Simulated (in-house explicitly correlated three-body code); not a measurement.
Computed with an exponentially correlated three-body code. Model: two electrons around a point charge, non-relativistic, variational in 260 exponentially correlated functions (energies converged to about 1e-7 hartree, or 1e-8 relative for large Z).

For two electrons in a singlet the Kohn-Sham orbital is the square root of half the density, so the exact Kohn-Sham potential and energy parts follow from the density alone, and exchange is minus half the Hartree energy. The Kohn-Sham level equals minus the binding energy of the second electron.

Command:
```bash
python run_hyl.py task.json out
```
Settings (lengths in bohr, energies in hartree):
```
Z                      3
interaction_strength   1
functions              260
states_tried           13
```

Time taken, with all properties: 42 s on 1 thread of AMD EPYC 7R43 64-Core Processor (Zen 3), with other jobs on the host.

**Converged states only, values per electron or pair.**

Given: nuclear charge 3.

```json
{"term": "1 1S", "mean r (bohr)": "0.57277", "mean r squared (bohr²)": "0.44628", "mean inverse r (1/bohr)": "2.6879", "mean r12 (bohr)": "0.86232", "mean inverse r12 (1/bohr)": "1.5677", "mean cosine": "-0.043632", "mean p1 dot p2 (bohr⁻²)": "0.28898", "delta r1 (bohr⁻³)": "6.852", "delta r12 (bohr⁻³)": "0.53377"}
{"term": "2 3S", "mean r (bohr)": "1.4939", "mean r squared (bohr²)": "3.7736", "mean inverse r (1/bohr)": "1.7806", "mean r12 (bohr)": "2.5615", "mean inverse r12 (1/bohr)": "0.46205", "mean cosine": "-0.012645", "mean p1 dot p2 (bohr⁻²)": "0.017568", "delta r1 (bohr⁻³)": "4.5638", "delta r12 (bohr⁻³)": "-"}
{"term": "2 1S", "mean r (bohr)": "1.6442", "mean r squared (bohr²)": "4.6951", "mean inverse r (1/bohr)": "1.7596", "mean r12 (bohr)": "2.8444", "mean inverse r12 (1/bohr)": "0.47612", "mean cosine": "-0.014637", "mean p1 dot p2 (bohr⁻²)": "0.021704", "delta r1 (bohr⁻³)": "4.5189", "delta r12 (bohr⁻³)": "0.064287"}
{"term": "2 3P", "mean r (bohr)": "1.4184", "mean r squared (bohr²)": "3.4654", "mean inverse r (1/bohr)": "1.7607", "mean r12 (bohr)": "2.4283", "mean inverse r12 (1/bohr)": "0.50888", "mean cosine": "-0.054618", "mean p1 dot p2 (bohr⁻²)": "-0.30513", "delta r1 (bohr⁻³)": "4.2351", "delta r12 (bohr⁻³)": "-"}
{"term": "2 1P", "mean r (bohr)": "1.5219", "mean r squared (bohr²)": "4.0416", "mean inverse r (1/bohr)": "1.7466", "mean r12 (bohr)": "2.5925", "mean inverse r12 (1/bohr)": "0.49278", "mean cosine": "0.010372", "mean p1 dot p2 (bohr⁻²)": "0.25118", "delta r1 (bohr⁻³)": "4.3066", "delta r12 (bohr⁻³)": "0.009839"}
{"term": "3 3S", "mean r (bohr)": "?", "mean r squared (bohr²)": "?", "mean inverse r (1/bohr)": "?", "mean r12 (bohr)": "?", "mean inverse r12 (1/bohr)": "?", "mean cosine": "?", "mean p1 dot p2 (bohr⁻²)": "?", "delta r1 (bohr⁻³)": "?", "delta r12 (bohr⁻³)": "-"}
{"term": "3 1S", "mean r (bohr)": "3.4617", "mean r squared (bohr²)": "23.6", "mean inverse r (1/bohr)": "1.614", "mean r12 (bohr)": "6.4487", "mean inverse r12 (1/bohr)": "0.21648", "mean cosine": "-0.0045546", "mean p1 dot p2 (bohr⁻²)": "0.0063328", "delta r1 (bohr⁻³)": "4.36", "delta r12 (bohr⁻³)": "0.018776"}
{"term": "3 3P", "mean r (bohr)": "?", "mean r squared (bohr²)": "?", "mean inverse r (1/bohr)": "?", "mean r12 (bohr)": "?", "mean inverse r12 (1/bohr)": "?", "mean cosine": "?", "mean p1 dot p2 (bohr⁻²)": "?", "delta r1 (bohr⁻³)": "?", "delta r12 (bohr⁻³)": "-"}
{"term": "3 1P", "mean r (bohr)": "3.406", "mean r squared (bohr²)": "23.106", "mean inverse r (1/bohr)": "1.6102", "mean r12 (bohr)": "6.3349", "mean inverse r12 (1/bohr)": "0.22058", "mean cosine": "0.0029485", "mean p1 dot p2 (bohr⁻²)": "0.073778", "delta r1 (bohr⁻³)": "4.2995", "delta r12 (bohr⁻³)": "0.0033385"}
{"term": "4 3S", "mean r (bohr)": "5.7261", "mean r squared (bohr²)": "67.634", "mean inverse r (1/bohr)": "1.566", "mean r12 (bohr)": "10.968", "mean inverse r12 (1/bohr)": "0.12176", "mean cosine": "-0.0015587", "mean p1 dot p2 (bohr⁻²)": "0.0019556", "delta r1 (bohr⁻³)": "4.3261", "delta r12 (bohr⁻³)": "-"}
{"term": "4 1S", "mean r (bohr)": "6.0309", "mean r squared (bohr²)": "75.366", "mean inverse r (1/bohr)": "1.5637", "mean r12 (bohr)": "11.576", "mean inverse r12 (1/bohr)": "0.12278", "mean cosine": "-0.0019372", "mean p1 dot p2 (bohr⁻²)": "0.0026429", "delta r1 (bohr⁻³)": "4.3231", "delta r12 (bohr⁻³)": "0.0078237"}
{"term": "4 3P", "mean r (bohr)": "5.8376", "mean r squared (bohr²)": "71.038", "mean inverse r (1/bohr)": "1.5638", "mean r12 (bohr)": "11.193", "mean inverse r12 (1/bohr)": "0.12579", "mean cosine": "-0.0059244", "mean p1 dot p2 (bohr⁻²)": "-0.031383", "delta r1 (bohr⁻³)": "4.2905", "delta r12 (bohr⁻³)": "-"}
{"term": "4 1P", "mean r (bohr)": "6.0408", "mean r squared (bohr²)": "76.226", "mean inverse r (1/bohr)": "1.5621", "mean r12 (bohr)": "11.595", "mean inverse r12 (1/bohr)": "0.12438", "mean cosine": "0.0012156", "mean p1 dot p2 (bohr⁻²)": "0.030944", "delta r1 (bohr⁻³)": "4.298", "delta r12 (bohr⁻³)": "0.0014704"}
```

Question: What belongs in the row 3 3S?

Answer: mean r (bohr): 3.235; mean r squared (bohr²): 20.403; mean inverse r (1/bohr): 1.6196; mean r12 (bohr): 5.9996; mean inverse r12 (1/bohr): 0.21352; mean cosine: -0.003758; mean p1 dot p2 (bohr⁻²): 0.0048255; delta r1 (bohr⁻³): 4.3688.

Question: What belongs in the row 3 3P?

Answer: mean r (bohr): 3.2533; mean r squared (bohr²): 20.984; mean inverse r (1/bohr): 1.6142; mean r12 (bohr): 6.0406; mean inverse r12 (1/bohr): 0.22427; mean cosine: -0.014617; mean p1 dot p2 (bohr⁻²): -0.078546; delta r1 (bohr⁻³): 4.2807.

**Exact Kohn-Sham parts of the ground state from its density.**

Computed: total energy -7.27991341 hartree; Kohn-Sham kinetic 7.2401 hartree; exchange energy -1.6511 hartree; DFT correlation energy -0.043515 hartree; kinetic part of the DFT correlation energy 0.039828 hartree; potential part of the DFT correlation energy -0.083343 hartree; exact minus restricted Hartree-Fock -0.043498 hartree; Kohn-Sham level -75.645 eV; restricted Hartree-Fock level -75.984 eV; C6 of two such species 0.078264 hartree·bohr⁶.

Question: What is the dipole polarisability?

Answer: 0.19245 bohr³.

Question: What is the Hartree energy?

Answer: 3.3021 hartree.

**Functionals on the exact density and self-consistent, errors are functional minus exact, hybrids only self-consistent, a dash where a self-consistent run leaves the top level unbound.**

```csv
result,exchange error (millihartree),correlation error (millihartree),functional driven error (millihartree),density driven error (millihartree),self consistent total error (millihartree),top level plus exact binding (eV)
RPBE,-2.6408,-1.2008,-3.8416,-1.2209,-5.0625,15.094
TPSS,-4.2193,-2.1667,-6.3861,-0.29555,-6.6816,14.181
B3LYP VWN-RPA,-,-,-,-,-6.2317,11.59
LDA VWN5,230.87,-91.718,139.15,-2.0548,137.1,16.045
PBEsol,97.729,-13.062,84.667,-1.1684,83.498,15.806
revTPSS,-3.6707,-4.9048,-8.5755,-0.18357,-8.7591,13.92
AM05,177.67,-73.774,103.9,-1.3854,102.51,16.033
PBE,25.496,-1.2008,24.296,-1.13,23.166,15.236
BLYP,6.0049,-4.0427,1.9622,-1.4782,0.48405,14.932
r2SCAN0,-,-,-,-,-0.39071,10.073
HSE06,-,-,-,-,15.354,11.562
LDA PW92,?,?,?,?,?,?
PBE0,-,-,-,-,17.436,11.161
wB97X,-,-,-,-,-7.0475,8.9063
r2SCAN,-4.6032,3.1917,-1.4115,-0.29288,-1.7044,13.727
OLYP,3.8177,-4.0427,-0.22498,-1.4475,-1.6725,15.023
PW91,?,?,?,?,?,?
BP86,6.0049,-1.8292,4.1757,-0.72347,3.4522,15.084
SCAN,-4.6032,3.1917,-1.4115,-0.29288,-1.7044,13.727
M06-L,-18.842,-1.6725,-20.514,-2.2803,-22.795,13.573
```

Question: What belongs in the row LDA PW92?

Answer: exchange error (millihartree): 230.87; correlation error (millihartree): -91.067; functional driven error (millihartree): 139.8; density driven error (millihartree): -2.0652; self consistent total error (millihartree): 137.74; top level plus exact binding (eV): 16.054.

Question: What belongs in the row PW91?

Answer: exchange error (millihartree): 20.483; correlation error (millihartree): -7.0397; functional driven error (millihartree): 13.443; density driven error (millihartree): -1.1686; self consistent total error (millihartree): 12.274; top level plus exact binding (eV): 15.048.

**Density and exact potentials over r, pair density (one pair, times 4 pi r12^2) and exact minus Kohn-Sham pair density over r12.**

| radius (bohr) | radial density (electrons/bohr) | exchange potential (hartree) | intracule density (1/bohr) | Coulomb hole against Kohn-Sham (1/bohr) | correlation potential (hartree) |
| --- | --- | --- | --- | --- | --- |
| 0.0712 | 0.57135 | -2.6288 | 0.035377 | -0.01245 | -0.042 |
| 0.0829 | 0.72291 | -2.6104 | 0.047998 | -0.01625 | -0.038 |
| 0.0966 | ? | ? | ? | ? | ? |
| 0.112 | 1.1123 | -2.5575 | 0.087234 | -0.02679 | -0.028 |
| 0.131 | ? | ? | ? | ? | ? |
| 0.153 | 1.6352 | -2.4703 | 0.15954 | -0.04258 | -0.015 |
| 0.178 | 1.9158 | -2.4123 | 0.21173 | -0.05177 | -0.008 |
| 0.207 | 2.194 | -2.3422 | 0.27813 | -0.06126 | 0 |
| 0.241 | 2.4509 | -2.258 | 0.36149 | -0.07014 | 0.008 |
| 0.281 | 2.6591 | -2.1584 | 0.4632 | -0.07684 | 0.015 |
| 0.327 | 2.7853 | -2.0456 | 0.57923 | -0.07922 | 0.02 |
| 0.381 | 2.8062 | -1.9179 | 0.70631 | -0.0752 | 0.024 |
| 0.443 | 2.7049 | -1.7799 | 0.83091 | -0.0633 | 0.025 |
| 0.516 | 2.4766 | -1.6312 | 0.93953 | -0.04305 | 0.024 |
| 0.601 | 2.1382 | -1.4769 | 1.0094 | -0.01678 | 0.021 |
| 0.7 | 1.7257 | -1.3215 | 1.0193 | 0.01062 | 0.017 |
| 0.815 | 1.2898 | -1.1699 | 0.95553 | 0.03257 | 0.012 |
| 0.949 | 0.88132 | -1.0259 | 0.81944 | 0.04355 | 0.008 |
| 1.11 | 0.53427 | -0.88888 | 0.62621 | 0.04154 | 0.005 |
| 1.29 | 0.29315 | -0.77043 | 0.42699 | 0.03037 | 0.003 |
| 1.5 | 0.13984 | -0.66502 | 0.25149 | 0.01666 | 0.002 |
| 1.75 | 0.055589 | -0.57096 | 0.12274 | 0.005979 | 0.001 |

Question: What belongs in the row 0.0966?

Answer: radial density (electrons/bohr): 0.90562; exchange potential (hartree): -2.5867; intracule density (1/bohr): 0.065113; Coulomb hole against Kohn-Sham (1/bohr): -0.02106; correlation potential (hartree): -0.033.

Question: What belongs in the row 0.131?

Answer: radial density (electrons/bohr): 1.3621; exchange potential (hartree): -2.5186; intracule density (1/bohr): 0.11846; Coulomb hole against Kohn-Sham (1/bohr): -0.03411; correlation potential (hartree): -0.022.

The density-driven part is never positive, since each functional's own density lowers its energy. Here it is small beside the functional-driven part (median ratio 0.087), the normal case. The correlation energy of density-functional theory lies 0.017 millihartree below exact minus Hartree-Fock, because the Hartree-Fock density, unlike the exact one, minimises the Hartree-Fock energy.
